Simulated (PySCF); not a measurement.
Mn(O)2(OH)3 (H₃MnO₅), SMILES [O]=[Mn](=[O])([OH])([OH])[OH], multiplicity 1.

Coordinates come from a B3LYP-D3(BJ)/def2-SVP optimisation. The spin state was assumed, not searched. One conformer was computed; it need not be the lowest.

Level of theory: TDA-PBE/def2-SVPD (PySCF).

Vertical excitations. 

**Question.** Give excitation energies, oscillator strengths and character. (Estimate from the structure and the level; the computed values follow.)

**Answer.** 
```json
[
 {"state": "S1", "energy (eV)": "1.13", "λ (nm)": "1101", "f": "0.000", "main pairs": "HOMO→LUMO 98 %"},
 {"state": "S2", "energy (eV)": "1.58", "λ (nm)": "787", "f": "0.002", "main pairs": "HOMO−1→LUMO 91 %"},
 {"state": "S3", "energy (eV)": "1.89", "λ (nm)": "655", "f": "0.005", "main pairs": "HOMO→LUMO+1 86 %"},
 {"state": "S4", "energy (eV)": "2.00", "λ (nm)": "619", "f": "0.001", "main pairs": "HOMO−2→LUMO 92 %"},
 {"state": "S5", "energy (eV)": "2.27", "λ (nm)": "545", "f": "0.001", "main pairs": "HOMO−1→LUMO+1 57 %, HOMO−2→LUMO+1 30 %"},
 {"state": "S6", "energy (eV)": "2.52", "λ (nm)": "493", "f": "0.001", "main pairs": "HOMO−3→LUMO 46 %, HOMO−4→LUMO 27 %, HOMO−2→LUMO+1 17 %"},
 {"state": "S7", "energy (eV)": "2.72", "λ (nm)": "456", "f": "0.002", "main pairs": "HOMO−2→LUMO+1 39 %, HOMO−1→LUMO+1 15 %, HOMO−4→LUMO 11 %, HOMO−5→LUMO+1 7 %"},
 {"state": "S8", "energy (eV)": "2.75", "λ (nm)": "450", "f": "0.003", "main pairs": "HOMO→LUMO+2 70 %"},
 {"state": "S9", "energy (eV)": "2.86", "λ (nm)": "433", "f": "0.003", "main pairs": "HOMO−4→LUMO 39 %, HOMO−3→LUMO+1 29 %, HOMO−3→LUMO 11 %, HOMO→LUMO+2 7 %"},
 {"state": "S10", "energy (eV)": "3.01", "λ (nm)": "412", "f": "0.001", "main pairs": "HOMO−1→LUMO+2 43 %, HOMO−3→LUMO+1 19 %, HOMO−6→LUMO 17 %, HOMO−4→LUMO+1 7 %"},
 {"state": "T1", "energy (eV)": "0.93", "λ (nm)": "1332", "f": "0", "main pairs": "HOMO→LUMO 98 %"},
 {"state": "T2", "energy (eV)": "1.26", "λ (nm)": "988", "f": "0", "main pairs": "HOMO−1→LUMO 96 %"},
 {"state": "T3", "energy (eV)": "1.44", "λ (nm)": "861", "f": "0", "main pairs": "HOMO→LUMO+1 89 %"},
 {"state": "T4", "energy (eV)": "1.56", "λ (nm)": "792", "f": "0", "main pairs": "HOMO−2→LUMO 96 %"}
]
```
Triplets are in the Tamm–Dancoff approximation.
